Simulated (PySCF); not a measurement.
Compound: trans-Sn(H2O)2Cl4.
Bonds: Sn1–O2, Sn1–O5, Sn1–Cl8, Sn1–Cl9, Sn1–Cl10, Sn1–Cl11. Hydrogens: H3, H4 on O2; H6, H7 on O5.

Computed with PBE0-D3(BJ)/def2-SVP geometry optimisation, gas phase, def2 core potentials past Kr (PySCF 2.14.0).

(1) Give the optimised bond lengths and angles.

## Answers

(1) 
```csv
bond,length (bohr)
"Sn1–O2, Sn1–O5",4.304
Sn1–Cl8 and 3 like bonds,4.509
O2–H3 and 3 like bonds,1.839
```

Bonds in one row agree within 0.02 bohr and their mean is given. A selection of angles:
```csv
angle,degrees
O2–Sn1–O5,179.8
O2–Sn1–Cl8,95.0
O2–Sn1–Cl9,84.6
O5–Sn1–Cl11,83.8
Cl8–Sn1–Cl9,179.5
Cl8–Sn1–Cl10,89.8
Sn1–O2–H3,102.2
H3–O2–H4,105.3
Sn1–O5–H7,102.7
```

O2 (oxygen bonded to Sn and 2 H) is pyramidal (angles 105.3°, 102.3° and 102.2°, sum 309.8°, 0.50 Å off the plane of its three neighbours). Sn1 (tin bonded to 4 Cl and 2 O) is octahedral (the three widest angles are 179.8°, 179.5° and 179.5°, the others run from 83.8° to 96.0°). All 4 Cl–Sn bonds measure 2.385 to 2.388 Å.

Not checked by PBE0-D3(BJ)/def2-SVP frequencies.

The run took 5.2 min on one thread, Arm Neoverse V2 (aarch64), shared host with 96 logical CPUs at a one-minute load of 38, and the process peaked at 0.62 GiB of memory. These figures are those of the optimisation.
